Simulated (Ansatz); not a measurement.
Total energies of the cluster Mg₃O₂⁺ from Ansatz at PBE0-D4/def2-TZVP, gas phase (1 Eh = 27.2114 eV = 2625.5 kJ/mol). The reference geometry is relaxed at PBE-D4/def2-SVP.

Cartesian coordinates in Å:
```
Mg -0.192 1.297 0.669
Mg -1.668 -2.013 0.588
Mg 1.073 -0.234 -0.980
O 1.280 1.543 -0.451
O -0.493 -0.594 0.174
```

| state | geometry | energy (Eh) |
| --- | --- | --- |
| charge 1 doublet | reference | -750.16258 |
| charge 0 singlet | reference | -750.36598 |
| charge 1 quartet | relaxed at PBE-D4/def2-SVP | -750.08895 |

Q: Work out the vertical electron affinity, to the singlet.

A: E(charge 1 doublet) − E(charge 0 singlet) = -750.16258 − (-750.36598) = 0.20340 Eh = 5.53 eV.

Q: Which of the charge 1 states is lowest, and how far above it are the others?

A: The doublet. quartet: -750.08895 − (-750.16258) = 0.07363 Eh = 193.3 kJ/mol.

A triplet lies near this restricted singlet, and broken spin symmetry wasn't tried. 

The structure comes from a short search, and lower isomers may exist.
